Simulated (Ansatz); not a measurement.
Start from `[BH2][GeH]([CH3])[OH]` and change one atom or group to get `[CH3][GeH]([OH])[TeH]`.

Ansatz, PBE0-D4/def2-TZVP geometries, multiplicity 1. Each molecule was computed in one conformer, which needn't be the lowest.

Elements past krypton have def2 core potentials. Scalar relativity is left out up to krypton.

| property | `[BH2][GeH]([CH3])[OH]` |
| --- | --- |
| LUMO energy (B3LYP/def2-TZVPP) / eV | -2.61 |
| HOMO–LUMO gap (ωB97M-V/def2-TZVPP) / eV | 9.68 |
| HOMO energy (ωB97M-V/def2-TZVPP) / eV | -10.14 |
| size of the dipole moment (PBE/def2-TZVPP) / D | 1.58 |
| size of the dipole moment (ωB97M-V/def2-TZVPP) / D | 1.56 |
| LUMO energy (PBE/def2-TZVPP) / eV | -3.39 |

Problem. Give the same properties after the change, and the shifts. (Best estimate.)

Solution. Computed: 
| property | `[CH3][GeH]([OH])[TeH]` | shift |
| --- | --- | --- |
| LUMO energy (B3LYP/def2-TZVPP) / eV | -0.92 | 1.69 |
| HOMO–LUMO gap (ωB97M-V/def2-TZVPP) / eV | 9.75 | 0.07 |
| HOMO energy (ωB97M-V/def2-TZVPP) / eV | -8.63 | 1.51 |
| size of the dipole moment (PBE/def2-TZVPP) / D | 0.58 | -1.00 |
| size of the dipole moment (ωB97M-V/def2-TZVPP) / D | 0.65 | -0.91 |
| LUMO energy (PBE/def2-TZVPP) / eV | -1.47 | 1.92 |

With PBE0 the HOMO rises by 1.37 eV and the LUMO rises by 1.72 eV, so the gap widens by about 0.35 eV. PBE moves the HOMO by 0.94 eV and ωB97M-V by 1.51 eV. Dipoles are sizes alone; their direction can turn.

B3LYP here is the variant with VWN-RPA as its local correlation; programs differ in this.

Spin–orbit coupling is left out; it splits and shifts lone-pair levels of the heavy atoms by tenths of an eV.
